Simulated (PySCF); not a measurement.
AlF2HSe.

```xyz
5

Al    -0.0020    -0.9816     0.0000
F     -1.4128    -1.8442     0.0000
F      1.4357    -1.8015     0.0000
Se    -0.0472     1.3013     0.0000
H      1.4255     1.3275     0.0000
```

Geometry optimised at r2SCAN-D4/def2-SVP. One conformer was computed; it need not be the lowest.

All values below come from PBE0/pcSseg-1 in PySCF. Non-relativistic, no solvent.

Computed absolute GIAO shielding of each atom: isotropic value and principal components (ppm):
```tsv
atom	σ(iso)	σ11	σ22	σ33	span
Al1	447.8	392.1	417.5	533.9	141.9
F2	330.0	259.4	292.1	438.6	179.2
F3	328.3	260.9	285.2	438.9	178.1
Se4	2361.5	2172.2	2237.4	2674.9	502.7
H5	30.9	20.8	25.3	46.7	25.8
```
